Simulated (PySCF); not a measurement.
# PBE0 beside CCSD(T) along the third period: bonds to Cs

PBE0 and CCSD(T) in PySCF with def2-SVP on every atom (core potentials on Cs), for the lowest determinant that a PBE0 search found; no spin–orbit coupling.

```tsv
molecule	state (unpaired electrons)	PBE0 Re (Å)	PBE0 ωe (cm⁻¹)	PBE0 De (eV)	CCSD(T) Re (Å)	CCSD(T) ωe (cm⁻¹)	CCSD(T) De (eV)
CsNa	singlet (closed shell)	3.934	95.5	0.57	3.969	93.1	0.54
CsMg	doublet (σ ↑)	4.359	60.9	0.14	4.662	39.7	0.07
CsAl	triplet (σ ↑, π ↑)	3.711	117	0.68	3.784	106	0.35
CsSi	quartet (σ ↑, π ↑↑)	3.350	165	1.68	?	?	?
```

Q: Estimate the CCSD(T) values of CsSi by adding the mean shift from PBE0 to CCSD(T) of the other rows, and compare with the calculation.

A: The mean shifts are +13.7 pm, -12 cm⁻¹ and -0.14 eV, which give 3.487 Å, 153 cm⁻¹ and 1.54 eV. CCSD(T)/def2-SVP gives Re = 3.396 Å, ωe = 166 cm⁻¹, De = 1.32 eV.

Q: What are the mean differences of PBE0 from CCSD(T) over the whole series?

A: Re -11.4 pm, ωe +8 cm⁻¹, De +0.20 eV.

In a basis of this size CCSD(T) is itself not converged; it tends to give bonds that are too long and too weak.

Correlated steps freeze the inner cores (1 to 5 orbitals); shallow outer-core shells are correlated. Closed-shell solutions of metal pairs were not tested for spin polarisation, which can lower them a little. UHF and ROHF references stand side by side, which adds small steps between rows. Weak bonds: CsAl, CsMg. Basis-set superposition, not corrected here, can be much of De in a small basis, most of all at correlated wavefunction levels. Functionals without a dispersion term scatter widely for such bonds, and LDA overbinds them. Spin–orbit coupling is left out, which matters for elements this heavy, above all for dissociation energies. Where the molecule has an RHF reference, its open-shell atoms are computed with UHF. States were picked by a PBE0 search and need not be the measured ground states.
